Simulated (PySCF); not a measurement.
A search over the determinants of SbI

Unrestricted PBE0; basis Sb def2-SVP with ECP28, I def2-SVP with ECP28; scalar-relativistic core potentials; PySCF 2.14. Outer shells of the fragments: Sb 4d10 5s2 5p3; I 4d10 5s2 5p5.

Followed along the bond (rough minima from three points):

```tsv
2Ms+1	unpaired	⟨S²⟩ at the start	R at minimum (Å)	Te (eV)
3	π ↑↑	2.01	2.71	0.00
1	π ↑↓	1.01	2.71	0.31
1	none	0.00	2.69	1.17
5	σ ↑, π ↑↑↑	6.00	none in the scan	≤ 3.42
```

Solutions found at the starting distance of 2.675 Å, counted from the lowest of them; the search is not exhaustive and high or unbound solutions are not listed, so other states can lie among these:

| 2Ms+1 | unpaired | term | E (eV) | ⟨S²⟩ | ⟨Lz²⟩ | μ (D) |
| --- | --- | --- | --- | --- | --- | --- |
| 3 | π ↑↑ | ³Σ⁻ | 0.00 | 2.01 | 0.00 | -1.55 |
| 1 | π ↑↓ | mixed | 0.30 | 1.01 | 2.01 | -1.41 |
| 1 | none | mixed | 1.16 | 0.00 | 2.00 | -1.01 |
| 3 | σ ↑, π ↑ | ³Π | 2.62 | 2.02 | 1.01 | -1.63 |
| 1 | σ ↓, π ↑ | mixed | 2.86 | 1.01 | 1.01 | -1.55 |
| 3 | π ↑↑ | mixed | 3.92 | 2.00 | 2.01 | 3.93 |

A term symbol is given only where ⟨S²⟩ and ⟨Lz²⟩ are close to those of a pure state; real π, δ and φ orbitals otherwise mix terms. A positive dipole means Sb(−)I(+).

Spin–orbit coupling is left out. Counting both spins, an empty level lies below a filled one in some of these solutions, because spin and occupation are held.
